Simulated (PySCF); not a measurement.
PySCF 2.14 output of an unrestricted r2SCANh calculation on a single atom or ion in aug-cc-pVDZ-DK (4s3p2d, 23 functions), with the spin-free X2C one-electron Hamiltonian (Gaussian nucleus):

```
SCF conv_tol = 1e-09
number electrons alpha = 5  beta = 1
    M. Bursch, H. Neugebauer, S. Ehlert, and S. Grimme.,  J. Chem. Phys. 156, 134105 (2022)
cycle= 1 E= -53.8656573830468  delta_E= -0.000425  |g|= 0.00207  |ddm|= 0.0625
cycle= 2 E= -53.86565831679  delta_E= -9.34e-07  |g|= 0.000272  |ddm|= 0.00423
cycle= 3 E= -53.8656583495343  delta_E= -3.27e-08  |g|= 6.11e-05  |ddm|= 0.000974
cycle= 4 E= -53.8656583516645  delta_E= -2.13e-09  |g|= 2.42e-07  |ddm|= 0.000202
cycle= 5 E= -53.8656583516645  delta_E= -4.26e-14  |g|= 1.47e-09  |ddm|= 1.01e-06
converged SCF energy = -53.8656583516645  <S^2> = 6.0000101  2S+1 = 5.0000041
```

The run itself started from symmetry-adapted Hartree-Fock orbitals and held the occupation by maximum overlap, on a logarithmic radial grid, so the iterations belong to that start.

Problem. Which element, charge and spin multiplicity is this?

Solution. N+ (nitrogen, charge +1), multiplicity 5; the state was [He] 2s1 2p3, high-spin 5S determinant (an excited configuration).
